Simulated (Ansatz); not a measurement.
H4NOPSi, SMILES `N1[SiH2]OP1`: the same geometry under several functionals.

```yaml
crystal:
  periodic: [false, false, false]
  atoms:
    - {symbol: N, position_ang: [-0.820494, 0.168458, -0.594864]}
    - {symbol: Si, position_ang: [0.632373, 0.675657, 0.202593]}
    - {symbol: O, position_ang: [0.973932, -0.940116, 0.455077]}
    - {symbol: P, position_ang: [-0.404894, -1.491831, -0.324416]}
    - {symbol: H, position_ang: [-1.181145, 0.457701, -1.488379]}
    - {symbol: H, position_ang: [0.457821, 1.411991, 1.479215]}
    - {symbol: H, position_ang: [1.617783, 1.394497, -0.644097]}
    - {symbol: H, position_ang: [-1.183276, -1.733359, 0.859171]}
basis:
  gaussian: {orbitals: def2-TZVPP}
hamiltonian: {xc: {name: BLYP}, dispersion: d4}
output: {orbitals: {seedname: orbitals}}
```

```sh
$ ansatz run in.yaml --threads 2 --pin off --events-out ev --progress --plain --max-ram 4352MiB
```

Output, abridged:

```
Functional definition: BLYP
1117 factors; their error is unknown
mean field evaluation 1: about -20756.5370 eV, gradient 9.2e1 eV
mean field evaluation 2: about -20663.1415 eV, gradient 2.0e2 eV
mean field evaluation 4: about -20770.6909 eV, gradient 1.7e1 eV
mean field evaluation 8: about -20771.2634 eV, gradient 6.6e-2 eV
mean field evaluation 16: about -20771.2365 eV, gradient 6.0e-5 eV
mean field -20771.23646915 eV, -763.3288609913 hartree, gradient 6.0e-5 eV, S^2 0.000000; 0 other end points of the search recorded, 0 dependent functions left out
reference -20771.23679614 eV, -763.3288730082 hartree; 24, 24 occupied and 178, 178 virtual orbitals, 1117 factors
Total energy: -20771.68337842 eV, -763.3452846042 hartree
```

Hardware: 2 threads of an Arm Neoverse V1 on a shared host. Wall time 2.7 s, peak host memory 0.23 GiB.

The same input with `hamiltonian: {xc: {name: wB97M-V}}` and forces (abridged; 14 s):

```
Functional definition: wB97M-V
mean field evaluation 16: about -20770.1169 eV, gradient 6.5e-5 eV
mean field -20770.11693405 eV, -763.2877188354 hartree, gradient 6.5e-5 eV, S^2 0.000000
Total energy: -20770.11697991 eV, -763.2877205208 hartree
Atom 0 force    -0.033678     0.030547    -0.060475 eV/Å
Atom 1 force     0.152788     0.302487     0.110457 eV/Å
Atom 2 force     0.043951    -0.006021     0.013411 eV/Å
Atom 3 force    -0.164631    -0.184292     0.075563 eV/Å
Atom 4 force     0.014412    -0.007349     0.034098 eV/Å
Atom 5 force     0.022991    -0.086734    -0.160471 eV/Å
Atom 6 force    -0.120844    -0.084420     0.101659 eV/Å
Atom 7 force     0.085010     0.035780    -0.114241 eV/Å
Dipole moment:    -0.153553     0.287268    -0.207178 e Å
```

The same input with `hamiltonian: {xc: lda}` (abridged; 1.5 s):

```
Functional definition: SPW92
mean field evaluation 16: about -20679.3520 eV, gradient 9.0e-5 eV
mean field -20679.35195344 eV, -759.9521673207 hartree, gradient 4.0e-5 eV, S^2 0.000000
Total energy: -20679.35198945 eV, -759.9521686441 hartree
```

The same input with `hamiltonian: {xc: {name: B2PLYP}}` (abridged; 6.5 s):

```
Functional definition: B2PLYP
mean field evaluation 16: about -20756.9057 eV, gradient 1.2e-4 eV
mean field -20756.90567375 eV, -762.8022139744 hartree, gradient 6.3e-6 eV, S^2 0.000000
12 core orbitals not correlated: weight in the atoms' cores, before any rotation towards them, 1.000 or more for the frozen orbitals, at most 0.000 for the correlated occupied ones
second order -23.36975986 eV of doubles, -0.00000000 eV of singles
Total energy: -20763.21566712 eV, -763.0341019537 hartree
```

Changing it to `hamiltonian: {xc: r2scan, dispersion: d4}` and forces (abridged; 6.5 s):

```
Functional definition: r2SCAN
mean field evaluation 16: about -20769.0072 eV, gradient 1.9e-4 eV
mean field -20769.00723204 eV, -763.2469380388 hartree, gradient 3.2e-5 eV, S^2 0.000000
Total energy: -20769.05137799 eV, -763.2485603726 hartree
Atom 0 force    -0.097722     0.165087    -0.034747 eV/Å
Atom 1 force     0.029161     0.070548    -0.004480 eV/Å
Atom 2 force     0.192376    -0.025073     0.133931 eV/Å
Atom 3 force    -0.076892    -0.189704    -0.114384 eV/Å
Atom 4 force    -0.019593     0.003679    -0.032041 eV/Å
Atom 5 force     0.007713    -0.008153    -0.015390 eV/Å
Atom 6 force    -0.013366    -0.005322     0.019017 eV/Å
Atom 7 force    -0.021677    -0.011063     0.048094 eV/Å
Dipole moment:    -0.147218     0.312227    -0.186180 e Å
```

The same input with `hamiltonian: {xc: pbe0, dispersion: d4}` (abridged; 3.4 s):

```
Functional definition: PBE0
mean field -20761.47806204 eV, -762.9702461447 hartree, gradient 6.8e-5 eV, S^2 0.000000
Total energy: -20761.64317510 eV, -762.9763139377 hartree
```
